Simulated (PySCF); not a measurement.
C3H10Si, SMILES C[SiH](C)C.

Geometry: PBE0-D3(BJ)/def2-SVP. The isomer is the one that the SMILES or the coordinates give; other isomers of the formula were not compared.

Two levels are set side by side: PBE/def2-TZVP (PySCF) and PBE0/def2-TZVP (PySCF). Same geometry, gas phase. Differences are taken from unrounded values.

| quantity | PBE0 |
|---|---|
| orbital gap (eV) | 9.59 |
| highest occupied level (eV) | -8.53 |
| lowest empty level (eV) | 1.07 |
| dipole moment (D) | 0.58 |
| mean polarisability (bohr³) | 64.2 |

What does PBE give, and how far is it from PBE0? (Estimate from the structure and the level; the computed values follow.)


```
quantity                       PBE  PBE minus PBE0
---------------------------  -----  --------------
orbital gap (eV)              7.52           -2.07
highest occupied level (eV)  -7.22            1.31
lowest empty level (eV)       0.30           -0.76
dipole moment (D)             0.60            0.01
mean polarisability (bohr³)   66.3             2.2
```

Without exact exchange PBE keeps part of each electron's self-repulsion, which lifts occupied levels and narrows the gap. PBE's more diffuse valence density responds more strongly to a field. Differences between two approximate levels are no errors against the true value.

Rough cost on one machine, each run with all the roots and properties that it gave: PBE0 against PBE within a factor of 2.
